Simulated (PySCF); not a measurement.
ClH2Si, SMILES [SiH2]Cl, multiplicity 2. Coordinates come from a B3LYP-D3(BJ)/def2-TZVP optimisation. The isomer is the one that the SMILES or the coordinates give; other isomers of the formula were not compared.

Computed equilibrium geometry at B3LYP-D3(BJ)/def2-TZVP (PySCF confirms it by a frequency run) as bond lengths and angles, and its point group:
point group Cs.
Atoms: Si1 Cl2 H3 H4. Bonded distances (Å): Si1–Cl2 2.068, Si1–H3 1.484, Si1–H4 1.484. Bond angles (°): Cl2–Si1–H3 108.3, Cl2–Si1–H4 108.3, H3–Si1–H4 111.0.
Charge 0, spin multiplicity 2.
